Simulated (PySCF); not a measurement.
**What each rung costs, and what it gives**

Saddle point of SiNH$_{3}$F$_{2}$, singlet (SiNH₃F₂ ([NH2][SiH]([F])[F]) → SiF₂ + NH₃ (still joined by a long Si–N bond); bonds formed: N2–H3; bonds broken: Si1–H3; bonds weakened to dative contacts: Si1–N2), PBE0-D4/def2-TZVP structure:

| atom | x (Å) | y (Å) | z (Å) |
| --- | --- | --- | --- |
| Si1 | -0.9744 | -0.2577 | -0.0267 |
| N2 | 0.8447 | 0.0165 | -0.1483 |
| H3 | 0.2305 | -1.1310 | -0.6703 |
| F4 | -1.1435 | -0.3233 | 1.5668 |
| F5 | -1.6479 | 1.1272 | -0.4692 |
| H6 | 1.4681 | -0.0056 | 0.6544 |
| H7 | 1.2226 | 0.5738 | -0.9069 |

Barriers are electronic and count from the start structure reached by relaxing down the imaginary mode.

Computed with PySCF 2.14 with density fitting (its default auxiliary sets; JK sets also for MP2 and CCSD(T)) (basis: as named in each row); correlated methods freeze the cores. B3LYP uses VWN-RPA correlation. Extrapolation: Hartree–Fock as exp(−7.88 √X), correlation as X^−2.97.

Times are rough, for one single point on 4 threads of a shared host (Intel Xeon 6975P-C).

The estimate by CCSD(T) at an estimated basis limit (MP2 extrapolated from triple and quadruple zeta, plus CCSD(T) − MP2 in triple zeta) is 325.4 kJ/mol.

```tsv
method	basis	time (s)	barrier (kJ/mol)	method less estimate
HF	STO-3G	under 1	452.0	126.7
B3LYP-D4	6-31G	2	249.2	-76.1
PBE0-D4	def2-SVP	2	298.8	-26.6
MP2	def2-QZVPP	3	332.2	6.8
PBE-D4	def2-SVP	3	262.2	-63.2
CCSD(T)	def2-SVP	4	324.8	-0.6
PBE0-D4	def2-TZVPP	5	308.1	-17.3
B3LYP-D4	def2-TZVPP	5	311.7	-13.7
BHLYP-D4	def2-TZVPP	5	350.6	25.2
SPW92	def2-TZVPP	5	263.6	-61.8
PBE-D4	def2-TZVPP	8	273.5	-51.9
r2SCAN-D4	def2-TZVPP	14	304.9	-20.5
CCSD(T)	def2-TZVPP	120	328.4	3.0
wB97M-V	def2-TZVPP	130	320.5	-4.9
```

All methods are single points on the PBE0-D4 structures.

No T1 diagnostic of these runs exceeds 0.015. The restricted Hartree–Fock reference is unstable towards an unrestricted one at one or more of these structures.

Losses and insertions of silylenes and their heavier kin drive the gas-phase chemistry of silicon and germanium vapour deposition.

Labels in which every atom is bracketed show which atoms are joined, not bond orders.
